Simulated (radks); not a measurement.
Q: As III, 31 electrons, occupied as [Ar] 3d10 4s1.5 4p1.5 (fractional occupations, a model configuration). Calculated with a radial shooting solver on a logarithmic mesh with Libxc functionals: Dirac Kohn-Sham, PBE, spin-unpolarised, spherical densities, point nucleus; open shells fill j = l - 1/2 first. Some entries of the table are withheld. Estimate them.

| orbital | occ. | eigenvalue (eV) | r(max) (bohr) |
|---|---|---|---|
| 1s1/2 | 2 | -11738.23 | (1) |
| 2s1/2 | 2 | -1508.255 | 0.1701 |
| 2p1/2 | 2 | -1349.874 | 0.1342 |
| 2p3/2 | 4 | -1313.307 | 0.1373 |
| 3s1/2 | 2 | -212.2942 | 0.5218 |
| 3p1/2 | 2 | -159.0743 | (2) |
| 3p3/2 | 4 | -154.0488 | (3) |
| 3d3/2 | 4 | -63.0396 | 0.4752 |
| 3d5/2 | 6 | -62.3076 | 0.4780 |
| 4s1/2 | 1.5 | -33.8155 | 1.563 |
| 4p1/2 | 1.5 | -23.2549 | 1.800 |
| 4p3/2 | 0 | -22.8486 | 1.827 |

A: 
(1) 1s1/2 r(max) (bohr): 0.02973
(2) 3p1/2 r(max) (bohr): 0.5154
(3) 3p3/2 r(max) (bohr): 0.5239
